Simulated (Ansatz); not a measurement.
Stepwise reaction of `[OH][Ti]([OH])([OH])[F]` with hydrogen fluoride, as a gas-phase model of exchange steps in deposition or etching. ΔE in kJ/mol; ΔG adds harmonic PBE0-D4 terms to CCSD(T)/CBS, at 1 bar.

Gas-phase electronic energies from Ansatz, PBE0-D4/def2-TZVP geometries. CCSD(T)/CBS is the MP2 limit (def2-TZVPP, def2-QZVPP) plus CCSD(T) − MP2 in def2-TZVPP, frozen cores. This one scheme is used for every species. Functionals use def2-TZVPP. B3LYP here is the variant with VWN-RPA as its local correlation; programs differ in this. For Ti outer-core shells are correlated without core-valence functions, which leaves a few kJ/mol of doubt a bond. Scalar relativity is left out up to krypton. Each species was taken in one conformer, which may not be the lowest.

```tsv
step	reaction	PBE-D4	B3LYP-D4	ωB97M-V	CCSD(T)/CBS	ΔG(500 K)
2	`[OH][Ti]([OH])([F])[F]` + H–F → `[OH][Ti]([F])([F])[F]` + H₂O	-48.3	-45.9	-47.4	-39.9	-42.6
3	`[OH][Ti]([F])([F])[F]` + H–F → `[F][Ti]([F])([F])[F]` + H₂O	-44.2	-40.4	-42.0	-34.5	-15.7
```

Task: Give the row of step 1, `[OH][Ti]([OH])([OH])[F]` + H–F → `[OH][Ti]([OH])([F])[F]` + H₂O. (An estimate is asked.)

Result: The calculation gave: 
```json
{"step": "1", "reaction": "`[OH][Ti]([OH])([OH])[F]` + H–F → `[OH][Ti]([OH])([F])[F]` + H₂O", "PBE-D4": "-50.8", "B3LYP-D4": "-49.0", "ωB97M-V": "-50.3", "CCSD(T)/CBS": "-42.5", "ΔG(500 K)": "-38.9"}
```

Task: By hand: ΔE of the 3 steps together at CCSD(T)/CBS.

Result: (-42.5) + (-39.9) + (-34.5) = -116.9 kJ/mol, or -39.0 kJ/mol a step.

In ΔE each step is higher than the one before. All are downhill at CCSD(T)/CBS. ΔG lies between -42.6 and -15.7 kJ/mol a step. PBE-D4 differs from CCSD(T)/CBS by -9.7 to -8.3 kJ/mol a step. Isolated molecules leave out the surface, adducts and barriers. Largest T1 diagnostic: 0.023.
